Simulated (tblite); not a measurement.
C₃H₃F₂O₃ (charge -1).
Numbering: `[O:1]=[C:2]([O-:3])[CH2:4][O:5][CH:6]([F:7])[F:8]` (hydrogens: H9, H10 on C4; H11 on C6)
Bond orders are those of one Lewis drawing.

Computed with GFN2-xTB (tblite), gas phase: Langevin dynamics at 400 K from the optimised GFN2-xTB geometry, time step 0.5 fs, friction 0.01 fs⁻¹, 2000 steps. The instantaneous temperature is 2·E(kin)/(3Nk) with all 3N coordinates.

```json
{"t (fs)": "0", "T (K)": "351", "E(pot) above start (eV)": "0.000", "O1=C2 (Å)": "1.230", "C2–O3 (Å)": "1.234", "C2–C4 (Å)": "1.606", "C4–O5 (Å)": "1.446", "O5–C6 (Å)": "1.330", "C4–H9 (Å)": "1.098", "O1–C2–C4–O5 (°)": "165"}
{"t (fs)": "50", "T (K)": "260", "E(pot) above start (eV)": "0.400", "O1=C2 (Å)": "1.227", "C2–O3 (Å)": "1.280", "C2–C4 (Å)": "1.579", "C4–O5 (Å)": "1.451", "O5–C6 (Å)": "1.367", "C4–H9 (Å)": "1.108", "O1–C2–C4–O5 (°)": "174"}
{"t (fs)": "100", "T (K)": "285", "E(pot) above start (eV)": "0.342", "O1=C2 (Å)": "1.242", "C2–O3 (Å)": "1.274", "C2–C4 (Å)": "1.550", "C4–O5 (Å)": "1.440", "O5–C6 (Å)": "1.294", "C4–H9 (Å)": "1.112", "O1–C2–C4–O5 (°)": "-177"}
{"t (fs)": "150", "T (K)": "331", "E(pot) above start (eV)": "0.377", "O1=C2 (Å)": "1.310", "C2–O3 (Å)": "1.227", "C2–C4 (Å)": "1.589", "C4–O5 (Å)": "1.547", "O5–C6 (Å)": "1.301", "C4–H9 (Å)": "1.068", "O1–C2–C4–O5 (°)": "-175"}
{"t (fs)": "200", "T (K)": "357", "E(pot) above start (eV)": "0.377", "O1=C2 (Å)": "1.228", "C2–O3 (Å)": "1.245", "C2–C4 (Å)": "1.714", "C4–O5 (Å)": "1.391", "O5–C6 (Å)": "1.336", "C4–H9 (Å)": "1.121", "O1–C2–C4–O5 (°)": "-171"}
{"t (fs)": "250", "T (K)": "275", "E(pot) above start (eV)": "0.510", "O1=C2 (Å)": "1.214", "C2–O3 (Å)": "1.231", "C2–C4 (Å)": "1.671", "C4–O5 (Å)": "1.482", "O5–C6 (Å)": "1.324", "C4–H9 (Å)": "1.128", "O1–C2–C4–O5 (°)": "-165"}
{"t (fs)": "300", "T (K)": "438", "E(pot) above start (eV)": "0.395", "O1=C2 (Å)": "1.238", "C2–O3 (Å)": "1.201", "C2–C4 (Å)": "1.688", "C4–O5 (Å)": "1.444", "O5–C6 (Å)": "1.289", "C4–H9 (Å)": "1.078", "O1–C2–C4–O5 (°)": "-166"}
{"t (fs)": "350", "T (K)": "598", "E(pot) above start (eV)": "0.329", "O1=C2 (Å)": "1.232", "C2–O3 (Å)": "1.227", "C2–C4 (Å)": "1.547", "C4–O5 (Å)": "1.465", "O5–C6 (Å)": "1.309", "C4–H9 (Å)": "1.159", "O1–C2–C4–O5 (°)": "-164"}
{"t (fs)": "400", "T (K)": "375", "E(pot) above start (eV)": "0.533", "O1=C2 (Å)": "1.233", "C2–O3 (Å)": "1.274", "C2–C4 (Å)": "1.536", "C4–O5 (Å)": "1.441", "O5–C6 (Å)": "1.387", "C4–H9 (Å)": "1.122", "O1–C2–C4–O5 (°)": "-169"}
{"t (fs)": "450", "T (K)": "414", "E(pot) above start (eV)": "0.472", "O1=C2 (Å)": "1.268", "C2–O3 (Å)": "1.226", "C2–C4 (Å)": "1.575", "C4–O5 (Å)": "1.474", "O5–C6 (Å)": "1.325", "C4–H9 (Å)": "1.045", "O1–C2–C4–O5 (°)": "-173"}
{"t (fs)": "500", "T (K)": "364", "E(pot) above start (eV)": "0.611", "O1=C2 (Å)": "1.234", "C2–O3 (Å)": "1.216", "C2–C4 (Å)": "1.743", "C4–O5 (Å)": "1.455", "O5–C6 (Å)": "1.322", "C4–H9 (Å)": "1.044", "O1–C2–C4–O5 (°)": "-179"}
{"t (fs)": "550", "T (K)": "308", "E(pot) above start (eV)": "0.613", "O1=C2 (Å)": "1.211", "C2–O3 (Å)": "1.240", "C2–C4 (Å)": "1.720", "C4–O5 (Å)": "1.490", "O5–C6 (Å)": "1.355", "C4–H9 (Å)": "1.149", "O1–C2–C4–O5 (°)": "155"}
{"t (fs)": "600", "T (K)": "321", "E(pot) above start (eV)": "0.372", "O1=C2 (Å)": "1.217", "C2–O3 (Å)": "1.228", "C2–C4 (Å)": "1.629", "C4–O5 (Å)": "1.411", "O5–C6 (Å)": "1.274", "C4–H9 (Å)": "1.174", "O1–C2–C4–O5 (°)": "154"}
{"t (fs)": "650", "T (K)": "283", "E(pot) above start (eV)": "0.471", "O1=C2 (Å)": "1.237", "C2–O3 (Å)": "1.220", "C2–C4 (Å)": "1.627", "C4–O5 (Å)": "1.499", "O5–C6 (Å)": "1.354", "C4–H9 (Å)": "1.099", "O1–C2–C4–O5 (°)": "138"}
{"t (fs)": "700", "T (K)": "226", "E(pot) above start (eV)": "0.460", "O1=C2 (Å)": "1.239", "C2–O3 (Å)": "1.237", "C2–C4 (Å)": "1.559", "C4–O5 (Å)": "1.421", "O5–C6 (Å)": "1.380", "C4–H9 (Å)": "1.038", "O1–C2–C4–O5 (°)": "121"}
{"t (fs)": "750", "T (K)": "474", "E(pot) above start (eV)": "0.482", "O1=C2 (Å)": "1.220", "C2–O3 (Å)": "1.277", "C2–C4 (Å)": "1.555", "C4–O5 (Å)": "1.430", "O5–C6 (Å)": "1.387", "C4–H9 (Å)": "1.089", "O1–C2–C4–O5 (°)": "110"}
{"t (fs)": "800", "T (K)": "493", "E(pot) above start (eV)": "0.427", "O1=C2 (Å)": "1.255", "C2–O3 (Å)": "1.223", "C2–C4 (Å)": "1.548", "C4–O5 (Å)": "1.504", "O5–C6 (Å)": "1.324", "C4–H9 (Å)": "1.156", "O1–C2–C4–O5 (°)": "115"}
{"t (fs)": "850", "T (K)": "452", "E(pot) above start (eV)": "0.352", "O1=C2 (Å)": "1.245", "C2–O3 (Å)": "1.252", "C2–C4 (Å)": "1.648", "C4–O5 (Å)": "1.502", "O5–C6 (Å)": "1.368", "C4–H9 (Å)": "1.069", "O1–C2–C4–O5 (°)": "110"}
{"t (fs)": "900", "T (K)": "276", "E(pot) above start (eV)": "0.507", "O1=C2 (Å)": "1.256", "C2–O3 (Å)": "1.273", "C2–C4 (Å)": "1.622", "C4–O5 (Å)": "1.387", "O5–C6 (Å)": "1.443", "C4–H9 (Å)": "1.132", "O1–C2–C4–O5 (°)": "114"}
{"t (fs)": "950", "T (K)": "434", "E(pot) above start (eV)": "0.342", "O1=C2 (Å)": "1.266", "C2–O3 (Å)": "1.290", "C2–C4 (Å)": "1.542", "C4–O5 (Å)": "1.503", "O5–C6 (Å)": "1.313", "C4–H9 (Å)": "1.115", "O1–C2–C4–O5 (°)": "113"}
{"t (fs)": "1000", "T (K)": "504", "E(pot) above start (eV)": "0.351", "O1=C2 (Å)": "1.225", "C2–O3 (Å)": "1.242", "C2–C4 (Å)": "1.539", "C4–O5 (Å)": "1.426", "O5–C6 (Å)": "1.256", "C4–H9 (Å)": "1.057", "O1–C2–C4–O5 (°)": "116"}
```

Problem. From 500 fs on, how do temperature and potential energy compare with equipartition?

Solution. The mean temperature of these 11 frames is 376 K against the target 400 K, and the mean potential energy 0.45 eV against 27 × kT/2 = 0.47 eV for 27 classical harmonic modes. For 11 atoms in a canonical ensemble the temperature itself scatters by T·√(2/(3N)) = 98 K; here its standard deviation is 94 K. The whole run lasts only 10 friction times of 100 fs, so these averages carry a wide statistical error.

Problem. What are the kinetic and total energies of the listed frame with the highest potential energy?

Solution. The one at 550 fs, 0.613 eV above the start. Its kinetic energy is 3NkT/2 = 0.438 eV at 308 K, so the sum is 1.05 eV; over the listed frames the sum runs from 0.50 to 1.18 eV, since the thermostat adds and removes energy.

Problem. How much do the listed bonds fluctuate from 500 fs on?

Solution. 
| bond | at the start (Å) | mean (Å) | standard deviation (Å) |
| --- | --- | --- | --- |
| O1=C2 | 1.230 | 1.237 | 0.017 |
| C2–O3 | 1.234 | 1.245 | 0.024 |
| C2–C4 | 1.606 | 1.612 | 0.068 |
| C4–O5 | 1.446 | 1.457 | 0.042 |
| O5–C6 | 1.330 | 1.343 | 0.051 |
| C4–H9 | 1.098 | 1.102 | 0.045 |

The motion is classical and holds no zero-point motion.

The cost below is that of the whole dynamics run. The run took 25 s of wall time on Intel Xeon at 2.50 GHz, one thread (shared host), and the process peaked at 0.18 GiB of memory.
